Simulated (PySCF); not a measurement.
## Nonlinear optical response: `CO/C=C(/C(=C)Cl)Cl`, C$_{5}$H$_{6}$Cl$_{2}$O

Geometry (Å), atoms numbered from 1 in this order:
```xyz
14

C     2.8382   -0.2451    0.6605
C     1.7143    0.4097    0.3453
Cl    1.8082    2.1203   -0.0029
C     0.3763   -0.1700    0.2593
Cl    0.2364   -1.8634    0.5979
C    -0.7393    0.5184   -0.0614
O    -1.9400   -0.0505   -0.1272
C    -3.0130    0.7933   -0.4680
H     3.7942    0.2762    0.6998
H     2.7982   -1.3118    0.8805
H    -0.6652    1.5884   -0.2777
H    -3.9174    0.1733   -0.4729
H    -3.1385    1.6036    0.2702
H    -2.8759    1.2342   -1.4701
```

Computed, not measured: quadratic response CAM-B3LYP/aug-cc-pVDZ first hyperpolarisability, Taylor convention, gas phase in PySCF. Geometry: PBE0-D3(BJ)/def2-SVP.

**Question.** Give β for the processes computed.

**Answer.** In au, Taylor convention; the vector part is βᵢ = ⅓ Σⱼ (βᵢⱼⱼ + βⱼᵢⱼ + βⱼⱼᵢ); β∥ is 3/5 of the vector part along the dipole, the dipole points from − to +:
```csv
process,λ (nm),β vector norm,β∥,β HRS,depolarisation ratio
"static β(0;0,0)",∞,482.4,173.7,204.4,4.64
"second harmonic β(−2ω;ω,ω)",1907,528.3,193.9,223.8,4.67
"Pockels β(−ω;ω,0)",1907,496.9,180.1,–,–
"second harmonic β(−2ω;ω,ω)",1064,659.3,252.2,279.4,4.70
"Pockels β(−ω;ω,0)",1064,531.8,195.5,–,–
```

**Question.** Which lowest excitations, dipole and polarisabilities go with it?

**Answer.** S1 5.10 eV (f = 0.595); S2 5.39 eV (f = 0.000); S3 5.66 eV (f = 0.002); dipole 2.39 D; isotropic α 102.1 au static, 102.6 au at 1907 nm, 103.7 au at 1064 nm, 104.1 au at 953.5 nm, 109.2 au at 532 nm.
